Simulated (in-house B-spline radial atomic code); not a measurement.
Spin-orbit splittings of orbital energies (j = l + 1/2 less j = l - 1/2) and ratios of mean radii (lower j over upper j) along the 8-electron series, configuration [He] 2s2 2p4. Computed with an all-electron radial atomic-structure program (B-spline basis): Dirac-Hartree-Fock, average of the configuration, finite nuclei.

| ion | Z | splitting of 2p (eV) | radius ratio of 2p |
| --- | --- | --- | --- |
| O | 8 | 0.039202 | 0.9986 |
| F+ | 9 | 0.076582 | 0.99847 |
| Ne2+ | 10 | ? | ? |
| Mg4+ | 12 | 0.35812 | 0.99755 |
| Al5+ | 13 | 0.53758 | 0.99714 |
| Si6+ | 14 | 0.77732 | 0.99669 |
| P7+ | 15 | 1.0896 | 0.9962 |
| S8+ | 16 | ? | ? |
| Cl9+ | 17 | 1.9862 | 0.99512 |
| Ar10+ | 18 | 2.601 | 0.99451 |
| K11+ | 19 | 3.3489 | 0.99388 |
| Ca12+ | 20 | 4.2481 | 0.9932 |
| Sc13+ | 21 | ? | ? |
| Ti14+ | 22 | 6.5797 | 0.99173 |

Task: Fill in the row of Ne2+.

Result: splitting of 2p (eV): 0.13696; radius ratio of 2p: 0.99822.

Task: Fill in the row of S8+.

Result: splitting of 2p (eV): 1.4877; radius ratio of 2p: 0.99568.

Task: Fill in the row of Sc13+.

Result: splitting of 2p (eV): 5.3182; radius ratio of 2p: 0.99248.

Task: With what power of Z does the column «splitting of 2p (eV)» change over this range?

Result: A fit of the logarithm of its size against log Z from Z = 8 to 22 has slope 5.03. An unscreened hydrogenic electron would give 4 at low Z; screening makes the apparent power larger near the neutral end, and relativity raises it again at high Z.
